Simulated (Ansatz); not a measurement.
Basis-set series for C₄H₁₁In (`C[CH2][InH][CH2]C`). Total charge 0; spin multiplicity 1. In: def2 effective core potential. Geometry: relaxed with PBE0-D4/def2-TZVP. It is one conformer, not always the lowest.

```xyz
16

C    -1.1890    1.1039    1.3464
C     0.1761    1.7042    1.0373
In    1.4723    0.5738   -0.2905
C     0.8906   -1.2872   -1.2495
C    -0.5314   -1.7751   -1.0053
H    -1.7706    1.7409    2.0222
H    -1.7879    0.9642    0.4428
H    -1.1057    0.1239    1.8236
H     0.7469    1.8673    1.9579
H     0.0702    2.6974    0.5870
H     3.0694    1.1942   -0.6056
H     1.0771   -1.1519   -2.3204
H     1.6196   -2.0381   -0.9251
H    -0.7341   -2.7169   -1.5274
H    -0.7274   -1.9482    0.0560
H    -1.2760   -1.0523   -1.3493
```

```tsv
functional	basis	functions	energy (Eh)	HOMO (eV)	LUMO (eV)
PBE0-D4	def2-SVP	137	-348.83283	-6.59	-1.14
PBE0-D4	def2-QZVPP	640	-349.02625	-6.62	-1.21
ωB97M-V	def2-SVP	137	-348.85360	-8.73	0.35
ωB97M-V	def2-QZVPP	640	-349.05960	-8.76	0.10
```

Q: Give the rows for def2-TZVPP. (Best estimate.)

A: The calculation gave: 
```tsv
functional	basis	functions	energy (Eh)	HOMO (eV)	LUMO (eV)
PBE0-D4	def2-TZVPP	328	-349.01524	-6.61	-1.21
ωB97M-V	def2-TZVPP	328	-349.04855	-8.76	0.15
```

Positive LUMOs are unbound and depend on the basis.

Program: Ansatz 0.2.0.
